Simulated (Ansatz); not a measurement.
Born–Oppenheimer molecular dynamics of AlF3 (4 atoms, charge 0, multiplicity 1). It starts from a relaxed structure.

Theory: RKS PBE0/def2-SVP (Ansatz 0.2.0).

```
ensemble        : NVT, Langevin thermostat
time step       : 1 fs
steps asked     : 250
set temperature : 200 K
friction        : 0.001 /fs
seed            : 547815
```

First frame:

```xyz
4
Properties=species:S:1:pos:R:3
Al 0.000 0.000 0.000
F 0.000 0.000 1.643
F 1.423 0.000 -0.822
F -1.423 0.000 -0.822
```

(1) What does the run give?

(2) What happens to the structure?

(3) How do temperature and energy run in time?

Answers

(1) All steps were run.

```json
{"steps done": "250", "time covered": "250 fs", "mean temperature over the second half": "83 K", "spread of the potential energy over the second half": "1.8 meV per atom", "mean potential energy of the second half above the start": "5.3 meV per atom"}
```

The mean temperature of the second half is 59 % below the set value. A run of 0.25 ps of so small a system gives no equilibrium averages.

(2) The same pairs are bonded in the first frame and the last. Pairs count as bonded within 1.25 times the sum of covalent radii (0.12 Å more for H–H). This is one draw of velocities; another would differ in detail.

(3) 
```
time (fs)  T (K)  potential energy less start (eV)
        0    150                             0.000
       20    103                             0.019
       40     92                             0.031
       60    105                             0.020
       80     74                             0.028
      100     70                             0.025
      120     83                             0.015
      140    100                             0.016
      160     79                             0.026
      180     73                             0.026
      200     96                             0.010
      220     89                             0.018
      240     44                             0.034
```

The run took 2.8 min on 1 thread of Intel(R) Xeon(R) 6975P-C (Granite Rapids), with other jobs on the host, peak memory 0.12 GiB.
